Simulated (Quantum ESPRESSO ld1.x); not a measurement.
Q: The mean radii <r> (bohr) of the occupied orbitals of an atom or ion are listed with their occupations. Calculated with ld1.x of Quantum ESPRESSO 7.5: non-relativistic Kohn-Sham, LDA (Slater exchange, VWN5 correlation), spin-polarised, spherical densities, point nucleus.

| orbital | occ. | <r> |
|---|---|---|
| 1s up | 1 | 0.02926 |
| 1s down | 1 | 0.02926 |
| 2s up | 1 | 0.1261 |
| 2s down | 1 | 0.1261 |
| 2p up | 3 | 0.1074 |
| 2p down | 3 | 0.1074 |
| 3s up | 1 | 0.3348 |
| 3s down | 1 | 0.3346 |
| 3p up | 3 | 0.3249 |
| 3p down | 3 | 0.3247 |
| 3d up | 5 | 0.2946 |
| 3d down | 5 | 0.2945 |
| 4s up | 1 | 0.7420 |
| 4s down | 1 | 0.7422 |
| 4p up | 3 | 0.7603 |
| 4p down | 3 | 0.7607 |
| 4d up | 2 | 0.7979 |

Name the element and its charge. Open shells, if any, are filled with parallel spins first.

A: Z = 52, tellurium, charge +14: Te14+ in [Kr] 4d2. The 1s radius gives Z: for a bare nucleus <r> = 1.5/Z, 0.02885 bohr for Z = 52, and screening makes it slightly larger (0.02926 here). The occupations add up to 38, and the charge is Z minus that.
